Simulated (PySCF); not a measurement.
## AlSb: frontier orbitals

PBE0 at R = 2.752 Å; PySCF, spin-free X2C with a Gaussian nucleus, basis sets Al x2c-SVPall, Sb x2c-SVPall. State: ³Σ⁻ (triplet), unpaired electrons π ↑↑. Only the outer orbitals are listed, counted within each symmetry.

```json
{"spin": "α", "orbital": "13σ", "occ.": "1", "ε (eV)": "-14.85", "on Al (%)": "7", "main shells (%)": "92 Sb s"}
{"spin": "α", "orbital": "14σ", "occ.": "1", "ε (eV)": "-9.07", "on Al (%)": "71", "main shells (%)": "71 Al s, 22 Sb p"}
{"spin": "α", "orbital": "7π", "occ.": "1", "ε (eV)": "-6.33", "on Al (%)": "9", "main shells (%)": "90 Sb p, 9 Al p"}
{"spin": "α", "orbital": "7π", "occ.": "1", "ε (eV)": "-6.33", "on Al (%)": "9", "main shells (%)": "90 Sb p, 9 Al p"}
{"spin": "α", "orbital": "15σ", "occ.": "1", "ε (eV)": "-5.44", "on Al (%)": "48", "main shells (%)": "51 Sb p, 26 Al p, 21 Al s"}
{"spin": "α", "orbital": "8π", "occ.": "0", "ε (eV)": "-1.77", "on Al (%)": "90", "main shells (%)": "90 Al p, 9 Sb p"}
{"spin": "α", "orbital": "8π", "occ.": "0", "ε (eV)": "-1.77", "on Al (%)": "90", "main shells (%)": "90 Al p, 9 Sb p"}
{"spin": "α", "orbital": "16σ", "occ.": "0", "ε (eV)": "0.66", "on Al (%)": "77", "main shells (%)": "73 Al p, 24 Sb p"}
{"spin": "β", "orbital": "13σ", "occ.": "1", "ε (eV)": "-13.22", "on Al (%)": "11", "main shells (%)": "88 Sb s"}
{"spin": "β", "orbital": "14σ", "occ.": "1", "ε (eV)": "-8.70", "on Al (%)": "73", "main shells (%)": "73 Al s, 17 Sb p, 9 Sb s"}
{"spin": "β", "orbital": "15σ", "occ.": "1", "ε (eV)": "-5.11", "on Al (%)": "49", "main shells (%)": "50 Sb p, 33 Al p, 15 Al s"}
{"spin": "β", "orbital": "7π", "occ.": "0", "ε (eV)": "-3.19", "on Al (%)": "32", "main shells (%)": "67 Sb p, 32 Al p"}
{"spin": "β", "orbital": "7π", "occ.": "0", "ε (eV)": "-3.19", "on Al (%)": "32", "main shells (%)": "67 Sb p, 32 Al p"}
{"spin": "β", "orbital": "8π", "occ.": "0", "ε (eV)": "-1.18", "on Al (%)": "68", "main shells (%)": "67 Al p, 32 Sb p"}
```

Task: Which are the highest filled and the lowest empty level, where do they sit, and how wide is the gap?

Result: Highest filled β 15σ at -5.11 eV (in %: 50 Sb p, 33 Al p, 15 Al s); lowest empty β 7π at -3.19 eV (in %: 67 Sb p, 32 Al p); the gap at PBE0 is 1.92 eV.

```json
{
  "bond order (Mayer)": "1.14",
  "⟨S²⟩": "2.006",
  "charge on Al (Mulliken, basis-dependent)": "0.22",
  "charge on Al (Löwdin, basis-dependent)": "0.06",
  "dipole moment (positive dipole means Al(−)Sb(+))": "-0.55 D",
  "polarisability along the bond": "129.8 bohr³",
  "polarisability across the bond": "69.7 bohr³"
}
```

Spin–orbit coupling is left out. The state was picked by a PBE0 search and need not be the measured ground state.
